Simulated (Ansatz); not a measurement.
# Ligand exchange: C2H5BrMg + LiF → C2H5FMg + LiBr

Species: C2H5BrMg `C[CH2][Mg][Br]`, singlet; LiF, singlet; C2H5FMg `C[CH2][Mg][F]`, singlet; LiBr, singlet. The partners trade Br for F: Mg–Br and Li–F bonds give way to Mg–F and Li–Br.

Shapes, held fixed at every level: PBE0-D4/def2-TZVP. Programs: Ansatz 0.2.0. The zero-point and thermal change to 298 K, harmonic and unscaled (PBE0-D4/def2-TZVP), is -0.4 kJ/mol.

```tsv
level	kind	ΔH(298 K) (kJ/mol)	less CCSD(T)/def2-TZVPP
HF/def2-SVP	Hartree–Fock	-42.8	-21.8
SPW92/def2-TZVPP	LDA	-14.8	+6.2
PBE-D4/def2-TZVPP	GGA	-15.5	+5.5
r2SCAN-D4/def2-TZVPP	meta-GGA	-21.6	-0.6
MP2/def2-TZVPP	perturbation theory	-20.3	+0.7
CCSD(T)/def2-SVP	coupled cluster or CI	-31.0	-10.0
CCSD/def2-TZVPP	coupled cluster or CI	-22.0	-1.0
CCSD(T)/def2-TZVPP	coupled cluster or CI	-21.0	0.0
```

The highest level, CCSD(T)/def2-TZVPP, gives ΔH(298 K) = -21.0 kJ/mol; the levels span -42.8 to -14.8. The column of differences is taken from that level and isn't an error. No measured value is set beside it here. Relativity is left out for Br unless named. Correlated rows may include outer-core shells of Br, Li, Mg, which these sets cover unevenly.
